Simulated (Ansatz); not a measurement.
Computed with Ansatz.

Basis-set series for `C[CH2][Zn][SH]`. The species carries charge 0 and has multiplicity 1. All single points use the PBE0-D4/def2-TZVP geometry. It is one conformer, not always the lowest.

| functional | basis | functions | energy (Eh) | HOMO (eV) | LUMO (eV) |
| --- | --- | --- | --- | --- | --- |
| PBE0-D4 | def2-SVP | 107 | -2256.51722 | -6.78 | -0.09 |
| PBE0-D4 | def2-QZVPP | 464 | -2257.06202 | -7.11 | -0.54 |
| ωB97M-V | def2-SVP | 107 | -2256.82265 | -8.96 | 1.29 |
| ωB97M-V | def2-QZVPP | 464 | -2257.37003 | -9.32 | 0.61 |

Q: Give the rows for def2-TZVPP. (Best estimate.)

A: The calculation gave: 
```
functional       basis  functions  energy (Eh)  HOMO (eV)  LUMO (eV)
   PBE0-D4  def2-TZVPP        252  -2257.00141      -7.08      -0.44
   ωB97M-V  def2-TZVPP        252  -2257.31137      -9.29       0.95
```

Positive LUMOs are unbound and depend on the basis. Scalar relativity is left out up to krypton.
